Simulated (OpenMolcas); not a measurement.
# d2 ions of charge +3 down a group on the Y site of Cs2NaYF6

```
Program             : OpenMolcas 26.06
Method              : SS-CASPT2, IPEA 0.25 Eh, imaginary shift 0.1 Eh
Spin-orbit coupling : state interaction with AMFI integrals over the reference wave functions
```

The d shell is active; CASPT2 correlates the ligand valence shells and the outer metal core. Each dopant is a cluster with its nearest anions in model potentials and point charges, with no relaxation. Distances were set from a Shannon-type radius of the metal (high-spin where two are listed) plus a fixed donor radius (F 1.31 Å), in hosts weighted 0.65 to 0.35 with the host's distance in the model lattice. Ligand basis ANO-RCC-VDZP, DKH2 Hamiltonian. States (labels of O, the rotations of Oh). Energies in cm-1 above the lowest state or level, χT in cm3 K/mol; under a threefold ground state the first gap can be a small split of the lowest multiplet, not the spin-orbit step; 10Dq and B are least-squares fits to the states below 45000 cm-1, weighted by degeneracy, with a free offset, and given where the rms deviation is under 5 % of |10Dq| (or 100 cm-1) and under 700 cm-1. Spin-only χT is S(S+1) / 2 for the spin of the ground state.

```tsv
Ion	Shell	R (Å)	Metal basis	Ground state	First state of that spin	10Dq	B (rms of fit)	First gap with spin-orbit (degeneracies)	χT at 300 K	First state of another spin	Spin-only χT
V3+	3d2	2.03	ANO-RCC-VTZP	3T1	3T2 12720	14159	797 (230)	6 (2, 3)	0.890	1T2 10610	1.000
Nb3+	4d2	2.082	ANO-RCC-VTZP	3T1	3T2 24930	26132	534 (70)	23 (2, 3)	0.457	1T2 7410	1.000
```

|10Dq| changes by a factor of 26132 / 14159 = 1.85 from V3+ to Nb3+.

B goes from 797 cm-1 (V3+) to 534 cm-1 (Nb3+).

χT departs most from the spin-only value for Nb3+, by -0.543 cm3 K/mol.

Roots that are degenerate in the reference are averaged as groups; the widest CASPT2 spread within a group is 59 cm-1 (the 3-fold group of multiplicity 3 near 24900 cm-1 above the lowest state of its run, Nb3+). Shifts and gaps below about the spread of the groups concerned are not significant. Over all roots computed the reference weight is 0.72 to 0.73 in V3+, 0.72 to 0.73 in Nb3+; a low but even weight reflects the number of correlated electrons. An orbital triplet at a regular site is open to Jahn-Teller coupling, which can distort the site and quench the lowest spin-orbit gaps and is left out. Ligand-to-metal charge-transfer states are missing. With no ligand orbital active B as a rule stays too high, so bands that hang on it stand too high and its fall with covalency is understated. With one d shell and no ligand orbital active, 10Dq can be off by a tenth or more. The least metal-like active orbital is 84 % on the metal (Löwdin) and no ligand orbital is active, so the numbers are rough (holds for Nb3+). No measured value stands beside these numbers; the geometry was set by hand and not optimised.
